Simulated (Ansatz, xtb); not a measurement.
## BrClHSi2: which of two structures lies lower

Structure X is a doublet given by its coordinates and structure Y is a doublet given by its coordinates. Both are isolated molecules in the gas phase, relaxed with B3LYP/6-31G*.

X (Å):

```xyz
5

Br   -2.2739    0.8707    1.0678
Cl    0.9296    1.5068   -1.3963
Si    0.5628   -0.3663   -0.5916
Si   -1.1363   -1.1117    0.8362
H     1.6411   -1.2682   -1.0947
```

Close contacts (Å): Br1–Si4 2.30, Cl2–Si3 2.07, Si3–Si4 2.34, Si3–H5 1.49.

Y (Å):

```yaml
atoms:
  - { symbol: Br, position_ang: [0.5517, 2.1181, 1.6431] }
  - { symbol: Cl, position_ang: [-0.0694, -3.2003, 2.6104] }
  - { symbol: Si, position_ang: [-0.9560, -1.5937, 1.4950] }
  - { symbol: Si, position_ang: [0.6155, -0.0295, 2.2745] }
  - { symbol: H, position_ang: [1.7711, -0.1943, 3.2052] }
```

Close contacts (Å): Br1–Si4 2.24, Cl2–Si3 2.15, Si3–Si4 2.35, Si4–H5 1.49.

Task: Which of the two would you expect CCSD(T)/def2-SVP + ΔMP2/def2-TZVPP electronic energies to favour?

Result: Too close to call at this level: CCSD(T)/def2-SVP + ΔMP2/def2-TZVPP gives E(Y) − E(X) = +2.43 kJ/mol.

Level by level:

| level | geometry | E(Y) − E(X) (kJ/mol) | departure from the last row (kJ/mol) | job, with rough time for the two |
| --- | --- | --- | --- | --- |
| B3LYP/6-31G* | B3LYP/6-31G* | +0.66 | −1.76 | optimisation, 76 s |
| HF/def2-SVP | B3LYP/6-31G* | −1.40 | −3.82 | part of the CCSD(T) run |
| MP2/def2-SVP | B3LYP/6-31G* | +3.69 | +1.26 | part of the CCSD(T) run |
| CCSD(T)/def2-SVP | B3LYP/6-31G* | +2.54 | +0.11 | single point |
| CCSD(T)/def2-SVP + ΔMP2/def2-TZVPP | B3LYP/6-31G* | +2.43 |  | single point, 43 s |

The largest departure from CCSD(T)/def2-SVP + ΔMP2/def2-TZVPP is that of HF/def2-SVP, 3.82 kJ/mol. Levels run at GFN2-xTB geometries aren't shown. The last row adds to CCSD(T) the change of the MP2 difference between the two basis sets, here −0.11 kJ/mol.

With harmonic frequencies from B3LYP/6-31G* (ideal gas, rigid rotor, one conformer each, 298.15 K, 1 atm): on the last row, ΔE + ΔZPE = +1.42 kJ/mol. A mode under 50 cm⁻¹ makes harmonic enthalpies and free energies unreliable, so none is given.

Open shells are spin-unrestricted. The correlated steps freeze 24 core orbitals; the filled d shell of Br is correlated, in a basis made for valence electrons. Run with Ansatz 0.2.0; the last row on 2 threads of Intel(R) Xeon(R) 6975P-C (Granite Rapids) on a shared host.
